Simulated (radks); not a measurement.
Coulomb parameter of the 4f shell of the dysprosium ion Dy+ in the model configuration [Xe] 4f9 6s1 6p1, as a second difference U = [E(n + 1) + E(n - 1) - 2 E(n)] / (1)^2 with all orbitals relaxed. "Bare": the charge of the atom changes with n. "Screened": the 6p shell takes up the change at fixed total charge, which measures U(4f,4f) + U(6p,6p) - 2 U(4f,6p). Method: scalar-relativistic Kohn-Sham, PBE, spin-unpolarised, spherical densities, point nucleus; computed with a radial shooting solver on a logarithmic mesh with Libxc functionals.

| case | configuration | E - E(n) (eV) |
|---|---|---|
| start | [Xe] 4f9 6s1 6p1 | 0.000 |
| bare +1 | [Xe] 4f10 6s1 6p1 | -11.599 |
| bare -1 | [Xe] 4f8 6s1 6p1 | 28.117 |
| screened +1 | [Xe] 4f10 6s1 | -8.036 |
| screened -1 | [Xe] 4f8 6s1 6p2 | 16.990 |

U(bare) = 16.517 eV, U(screened by 6p) = 8.954 eV, against the Slater integral F0(4f,4f) = 31.364 eV with frozen orbitals.
